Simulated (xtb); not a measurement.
sulfuric acid (H2O4S), singlet, at a GFN2-xTB geometry. Base run: GFN2-xTB (xtb 6.7.1).

Input for xtb:
```
$ xtb mol.xyz --gfn 2 --json

# file mol.xyz
7

O     -0.55270887     1.35278782     0.31094223
S     -0.08041867    -0.12569137    -0.01074187
O     -0.62676941    -0.48852650    -1.26558736
O     -0.27441856    -0.91999660     1.14521182
O      1.47921766     0.09531076    -0.18718448
H     -0.79115034     1.75123860    -0.52439176
H      1.87528245    -0.05678066     0.66920393
```

Each row names what was changed in the base input (with any setting that the change needs).

| change | ΔE vs base (mEh) | HOMO-LUMO gap (eV) | dipole (D) | G_solv (kcal/mol) | SCF cycles |
|---|---|---|---|---|---|
| base | 0.000 | 8.82 | 3.35 | - | 11 |
| gbsa = acetonitrile | -19.719 | 8.97 | 3.65 | -13.84 | 11 |
| acc = 30 | 0.000 | 8.82 | 3.36 | - | 8 |
| alpb = thf | -22.250 | 8.94 | 3.62 | -15.79 | 11 |
| file = coord | 0.000 | 8.82 | 3.35 | - | 11 |

ALPB and GBSA are two models with their own fitted parameters for each solvent, which aren't always the measured dielectric constant.
